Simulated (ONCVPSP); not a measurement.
## Reading a pseudo-wave (nickel)

Columns: radius, all-electron u(r) and pseudo u(r) of the 3d shell (level -13.29 eV) of nickel in the configuration [Ne] 3s2 3p6 3d8 4s1.5; PW91, scalar-relativistic, ONCV scheme, ONCVPSP 4.0.1.

```tsv
r (bohr)	all-electron	pseudo
0.078	0.0537	0.0044
0.155	0.2317	0.0324
0.232	0.4544	0.1016
0.310	0.6580	0.2198
0.388	0.8117	0.3809
0.465	0.9116	0.5661
0.542	0.9659	0.7544
0.620	0.9840	0.9227
0.698	0.9755	1.0466
0.775	0.9495	1.1131
0.852	0.9126	1.1231
0.930	0.8688	1.0836
1.008	0.8217	1.0085
1.085	0.7743	0.9151
1.162	0.7273	0.8177
1.240	0.6810	0.7277
1.318	0.6365	0.6543
1.395	0.5948	0.5988
1.472	0.5553	0.5556
1.550	0.5177	0.5177
1.628	0.4825	0.4824
1.705	0.4500	0.4499
1.782	0.4196	0.4195
1.860	0.3908	0.3908
1.938	0.3641	0.3640
2.015	0.3395	0.3394
```

**Question.** How many radial nodes do the two functions have?

**Answer.** The all-electron 3d function has n − l − 1 = 0; the pseudo-wave has 0.

**Question.** At about which radius was the pseudo-wave matched?

**Answer.** 1.55 bohr. The columns agree to 0.0005 from 1.47 bohr on; several derivatives are matched, so the curves merge somewhat inside the radius.

**Question.** Where does each function peak?

**Answer.** Outermost all-electron maximum near 0.62 bohr, pseudo maximum near 0.85 bohr (to the table’s step).

**Question.** Is the pseudo-wave norm-conserving?

**Answer.** Yes: the ONCV scheme keeps the norm inside the radius equal to the all-electron one, which fixes the energy derivative of the logarithmic derivative at the level.
